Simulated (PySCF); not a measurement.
## Cost of excited-state runs on SMILES C[Se]C=C=CC(F)(F)F, C$_{5}$H$_{5}$F$_{3}$Se

Molfile (atoms numbered from 1):
```
C5H5F3Se
     RDKit          3D

 14 13  0  0  0  0  0  0  0  0999 V2000
    1.6762    0.6861   -1.3817 C   0  0  0  0  0  0  0  0  0  0  0  0
    2.3738   -1.0489   -0.8824 Se  0  0  0  0  0  2  0  0  0  0  0  0
    0.8392   -1.6939    0.0213 C   0  0  0  0  0  0  0  0  0  0  0  0
   -0.2868   -1.0442    0.1479 C   0  0  0  0  0  0  0  0  0  0  0  0
   -1.3856   -0.3418    0.2720 C   0  0  0  0  0  0  0  0  0  0  0  0
   -1.6023    0.6304    1.3920 C   0  0  0  0  0  0  0  0  0  0  0  0
   -1.6065    1.8901    0.9319 F   0  0  0  0  0  0  0  0  0  0  0  0
   -0.6601    0.5493    2.3263 F   0  0  0  0  0  0  0  0  0  0  0  0
   -2.7862    0.4289    1.9792 F   0  0  0  0  0  0  0  0  0  0  0  0
    1.3317    1.2260   -0.4893 H   0  0  0  0  0  0  0  0  0  0  0  0
    0.8504    0.5765   -2.0969 H   0  0  0  0  0  0  0  0  0  0  0  0
    2.5035    1.2342   -1.8513 H   0  0  0  0  0  0  0  0  0  0  0  0
    0.9679   -2.6882    0.4632 H   0  0  0  0  0  0  0  0  0  0  0  0
   -2.2093   -0.4075   -0.4489 H   0  0  0  0  0  0  0  0  0  0  0  0
  1  2  1  0
  2  3  1  0
  3  4  2  0
  4  5  2  0
  5  6  1  0
  6  7  1  0
  6  8  1  0
  6  9  1  0
  1 10  1  0
  1 11  1  0
  1 12  1  0
  3 13  1  0
  5 14  1  0
M  END
```

PySCF with density fitting, on 1 thread of an Arm Neoverse V2, shared host. Command: `OMP_NUM_THREADS=1 python excited_run.py task.json out`

Task: How long does each of these runs take, and how much memory?
- first hyperpolarisability, CAM-B3LYP/aug-cc-pVDZ; writes grids
- excited states, wB97X-D/def2-TZVP; Tamm-Dancoff; spin-orbit couplings; 6 states; 5 triplets; quadratic response for 4 states; IEF-PCM acetonitrile
- excited states, wB97X-D/def2-TZVP; Tamm-Dancoff; spin-orbit couplings; 6 states; 5 triplets; quadratic response for 4 states; writes grids
- excited states, CAM-B3LYP/aug-cc-pVDZ; two-photon moments; 8 states; quadratic response for 6 states; 0 triplets

Result: 
| run | level | basis functions | wall time | peak memory (GiB) |
| --- | --- | --- | --- | --- |
| first hyperpolarisability | CAM-B3LYP/aug-cc-pVDZ | 265 | 95 s | 1.2 |
| excited states | wB97X-D/def2-TZVP | 326 | 110 s | 1.4 |
| excited states | wB97X-D/def2-TZVP | 326 | 120 s | 1.4 |
| excited states | CAM-B3LYP/aug-cc-pVDZ | 265 | 110 s | 1.2 |

Times from a shared host are rough.
